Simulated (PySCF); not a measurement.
C7H12OSi2.
Bonds: C1–C2 (double), C2–C3, C3–C4, C4–C5 (double), C5–C6, C6–O7 (double), C6–Si8, Si8–Si9, Si9–C10, C4–C10. Hydrogens: H11, H12 on C1; H13 on C2; H14, H15 on C3; H16 on C5; H17, H18 on Si8; H19, H20 on Si9; H21, H22 on C10.

Definitions: NICS(0) = −σiso at the ring centroid; NICS(1) = −σiso and NICS(1)zz = −σzz at ±1 Å along the ring normal z. Level: GIAO PBE0/pcSseg-1 (PySCF, non-relativistic, gas phase) on the GFN2-xTB geometry, one conformer.

Ring bond lengths (Å), with Mayer bond orders in brackets: C4–C5 1.342 (1.73), C5–C6 1.463 (1.02), C6–Si8 1.940 (0.82), Si8–Si9 2.306 (0.89), Si9–C10 1.923 (0.85), C10–C4 1.488 (1.04).

Q: Give the NICS values of each ring in ppm.

A: 
```csv
ring,type,NICS(0),"NICS(1), two faces","NICS(1)zz, two faces",rms pucker (Å),"centre to ring atoms, mean (Å)"
C4–C5–C6–Si8–Si9–C10,"6-membered ring with 2 Si; formal bonds 1 double, 5 single",1.7,-0.8 / -2.9,0.9 / 0.8,0.28,1.67
```

Q: What can be read from them?

A: 
- C4–C5–C6–Si8–Si9–C10: mean NICS(1)zz 0.8 ppm, near zero. Si8, Si9, C10 have four or more neighbours; no verdict on aromaticity is drawn.

Q: At the first NICS(1) probe listed for ring C4–C5–C6–Si8–Si9–C10, 1 Å off the ring, what do the in-plane components average?

A: The isotropic value is a third of the trace: (3 × -0.8 − (0.9))/2 = -1.7 ppm.

Q: List the ring angles and the Hirshfeld charges of the ring atoms.

A: 
- C4–C5–C6–Si8–Si9–C10: C4 124.3° (+0.040 e), C5 127.2° (-0.082 e), C6 117.5° (+0.067 e), Si8 102.3° (+0.223 e), Si9 99.5° (+0.243 e), C10 111.3° (-0.157 e); sum 682.2° against 720° for a flat convex ring.

Q: What are the shieldings of the ring atoms and their hydrogens in the same run (means over atoms taken as equivalent)?

A: 
| atoms | environment | σ isotropic (ppm) | principal values of the symmetric part, first atom (ppm) |
| --- | --- | --- | --- |
| C4 | fully substituted alkene carbon | 22.4 | -92.9, 2.7, 157.3 |
| C5 | alkene CH carbon | 50.1 | -27.6, 60.5, 117.5 |
| C6 | carbonyl carbon | -43.1 | -128.3, -95.1, 94.1 |
| Si8 | SiH2 silicon | 450.1 | 411.3, 459.2, 479.9 |
| Si9 | SiH2 silicon | 431.3 | 398.9, 428.3, 466.8 |
| C10 | sp3 carbon bound to silicon | 171.4 | 157.1, 170.0, 187.2 |
| H16 | vinylic hydrogen | 25.64 | 23.8, 24.4, 28.7 |
| H17 (×2) | Si–H hydrogen | 27.79 | 24.4, 25.7, 33.5 |
| H19 (×2) | Si–H hydrogen | 27.65 | 24.0, 25.0, 33.5 |
| H21 (×2) | methylene hydrogen | 29.84 | 26.1, 26.3, 37.5 |
